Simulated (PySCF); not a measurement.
A structure optimised at PBE-D3(BJ)/def2-SVP, used in a PySCF frequency run:

```
C
H 1 1.1140
O 1 1.4639 2 107.95
C 1 1.5215 2 109.69 3 120.16
H 4 1.1093 1 110.86 2 55.47
H 4 1.1098 5 108.12 1 -122.47
H 4 1.1100 5 108.40 6 -116.45
Si 3 1.7094 1 107.46 2 -120.36
O 8 1.6758 3 113.85 1 123.55
H 9 0.9737 8 114.92 3 -57.92
H 8 1.4981 9 102.33 10 179.46
Si 1 1.9567 2 111.95 3 -109.46
H 12 1.5074 1 114.96 2 -125.26
H 12 1.5085 13 108.90 1 -130.25
```

Task: Write its SMILES and formula.

Result: C[C@H]1O[Si@H](O)[SiH2]1, C₂H₈O₂Si₂

Task: What are its rotational constants (standard atomic weights)?

Result: 3.9022, 1.6696, 1.3216 GHz
